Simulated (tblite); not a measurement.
Compound: C₄H₁₃FSi₄.
Z-matrix (Å and degrees, GFN2-xTB geometry), rows numbered from 1:
```
C 
C   1  1.4888
C   2  1.3272  1  125.56
Si  3  1.8843  2  126.14  1     1.53
C   4  1.9192  3  106.44  2   178.41
Si  5  1.9155  4  115.82  3   -80.37
Si  6  2.3306  5  104.33  4   -40.75
Si  4  2.3326  3  113.30  2    65.98
F   8  1.6315  4  108.76  3   -20.34
H   1  1.0900  2  109.66  3  -116.83
H   1  1.0863  2  111.44  3     3.57
H   1  1.0898  2  110.21  3   124.91
H   2  1.0858  1  114.26  3   179.64
H   3  1.0841  2  117.52  1   179.06
H   4  1.4798  3  109.00  2   -65.77
H   5  1.0913  4  107.64  3   158.98
H   5  1.0890  4  109.80  3    44.65
H   6  1.4717  5  107.99  4    80.61
H   6  1.4707  5  108.30  4  -165.70
H   7  1.4722  6  112.62  5   -97.51
H   7  1.4692  6  113.76  5   145.16
H   8  1.4663  4  117.10  3  -130.75
```

Computed with GFN2-xTB (tblite): harmonic, unscaled wavenumbers at the GFN2-xTB geometry, gas phase. Against measured fundamentals such values can be off by several per cent, at times by over 20. Modes of hydrogen on silicon can be 10 to 20 % off. One conformer, not necessarily the lowest.

Harmonic wavenumbers (cm⁻¹): 28.2, 41.0, 60.1, 72.1, 103.6, 136.5, 141.6, 166.9, 194.3, 203.7, 262.7, 318.5, 335.3, 385.0, 391.4, 414.5, 443.1, 482.5, 498.9, 513.3, 538.1, 572.0, 585.8, 609.4, 630.2, 683.3, 688.2, 707.2, 729.1, 741.4, 762.0, 784.1, 807.3, 833.2, 941.4, 980.8, 1012.3, 1035.7, 1067.6, 1126.3, 1237.1, 1338.0, 1401.1, 1472.6, 1473.1, 1476.4, 1682.5, 2094.5, 2151.0, 2170.9, 2181.1, 2185.1, 2195.1, 2960.2, 2986.8, 2996.9, 3002.0, 3011.6, 3024.4, 3050.6.

A = 1155, B = 627.2, C = 474.6 MHz; mass 192.008 u (most abundant isotopes); point group C1, symmetry number 1.

Q: What is the zero-point energy?

A: ½Σν̃ = 32560 cm⁻¹ = 93.09 kcal/mol.

Q: Entropy at 273.15 K, 1 bar (ideal gas, RRHO, classical rotation)?

A: Translation 41.25, rotation 30.95, vibration 46.64: S = 118.9 cal/(mol K).

Q: And Cp and H(273.15 K) − H(0)?

A: Cp = 53.30 cal/(mol K), of which vibrations give 45.35 (their classical limit is 60 R = 119.2); H(273.15 K) − H(0) = 8.66 kcal/mol without the zero-point energy, 6.49 from vibrations.

Q: Blend soft modes into free rotors: weight 1/[1 + (100 cm⁻¹/ν̃)⁴] for the oscillator and the rest for a rotor with moment μB/(μ + B), μ = h/(8π²ν), B = 10⁻⁴⁴ kg m². What vibrational entropy results?

A: 41.73 cal/(mol K) in place of 46.64, which changes −T·S at 273.15 K by +1.34 kcal/mol.

Q: Which modes carry the vibrational entropy at 273.15 K?

A: 28.2 cm⁻¹: 5.78; 41.0 cm⁻¹: 5.04; 60.1 cm⁻¹: 4.28; 72.1 cm⁻¹: 3.92; 103.6 cm⁻¹: 3.22; 136.5 cm⁻¹: 2.69 cal/(mol K); the other 54 give 21.72 together.

Hindered rotation and anharmonicity are outside this model. Other conformers, if any are populated, would add a mixing term that is left out. The structure is chiral; the term R ln 2 for an equal mix with its mirror image is left out.
